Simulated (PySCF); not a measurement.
Si(F)2(Me)(Cl) (CH3ClF2Si), SMILES C[Si](F)(F)Cl. Heavy atoms are numbered as in [CH3:1][Si:2]([F:3])([F:4])[Cl:5]. Hydrogens are named by the atom that carries them.

Geometry optimised at B3LYP-D3(BJ)/def2-SVP.

These are KT2/pcSseg-1 (PySCF) values and carry that method's errors.

GIAO shieldings, no solvent; atoms alike by connectivity are averaged. δ = σ(ref) − σ: ¹³C against TMS (σ = 185.1 ppm); ²⁹Si against TMS (σ = 361.9 ppm); ¹⁹F against CFCl3 (σ = 127.1 ppm); ³⁵Cl against HCl (σ = 945.4 ppm); ¹H against TMS (σ = 31.47 ppm), references at their B3LYP-D3(BJ)/def2-TZVP geometries, non-relativistic (without spin–orbit terms, shifts of atoms bonded to Cl or Br come out too high).

```tsv
nucleus	atoms	count	δ (ppm)
¹³C	C1 (CH3)	1	1.6
²⁹Si	Si2	1	-4.5
¹⁹F	F3	2	-149.1
³⁵Cl	Cl5	1	92.9
¹H	H on C1	3	0.85
```
